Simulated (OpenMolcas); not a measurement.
# O5+: CASPT2 settings compared

| Quantity | Value |
| --- | --- |
| Program | OpenMolcas |
| Basis | ANO-RCC-VQZP [5s4p3d2f1g] |
| Scalar Hamiltonian | DKH2, point nucleus |
| Active space | 1 electron in 8 orbitals (2s 2p 3s 3p) |
| State averaging | 2S+1 = 2 even, 1 root; 2S+1 = 2 odd, 3 roots |
| Spin-orbit coupling | RASSI with atomic mean-field integrals over the reference wave functions, term energies averaged over their components |

Methods on the same reference wave functions:
A. CASSCF
B. SS-CASPT2, IPEA 0.1 Eh, sigma2 regulariser 0.2 Eh (closed shells correlated: 1s)
C. SS-CASPT2, IPEA 0.5 Eh, real shift 0.05 Eh (closed shells correlated: 1s)
D. SS-CASPT2, IPEA 0.15 Eh, sigma1 regulariser 0.05 Eh (closed shells correlated: 1s)

Energies in cm-1 above 2s 2S 1/2, the measured ground level; measured values from Moore, Selected Tables of Atomic Spectra, NSRDS-NBS 3, section 8.

```
     Level      A      B      C      D  Measured
 2s 2S 1/2    0.0    0.0    0.0    0.0       0.0
2p 2P* 1/2  97303  96759  96761  96759     96375
2p 2P* 3/2  97817  97272  97274  97272     96908
```

Deviations, from unrounded energies. A percentage is the sum of absolute deviations over the sum of measured energies, with the sign that they share, or ± where signs differ.

```tsv
Against measurement	Levels	A	B	C	D
mean absolute deviation (cm-1)	2	920	370	380	370
other configurations (%)	2	+1.0	+0.4	+0.4	+0.4
```

B, C, D lie about equally close to measurement and A furthest from it. The largest miss of B in the table is 2p 2P* 1/2, by +380 cm-1. The ranking rests on the paired levels alone, and a cruder setting can come out closer through cancelling errors.

Among B to D no level of the table moves by more than 5 cm-1.

The lowest spin-free term lies below A's lowest term by 0.007 hartree in B, 0.007 hartree in C, 0.007 hartree in D.

With one active electron outside closed inactive shells, the extra shells (3p 3s) add no correlation to the reference. With one active electron the reference holds no correlation, so core polarisation is missing (holds for A). With one active electron, CASPT2 adds the correlation within the correlated inactive shells and between them and that electron, and leaves the splitting within a term as the reference gives it (holds for B; C; D). Measured partners are found by configuration, term and J. A level has none where our copy of the source lacks it or the pairing is in doubt (some pairs that miss far off the trend of their configuration count as doubtful), and it then counts in no deviation. Levels of configurations outside the active space are missing.

* marks odd parity.
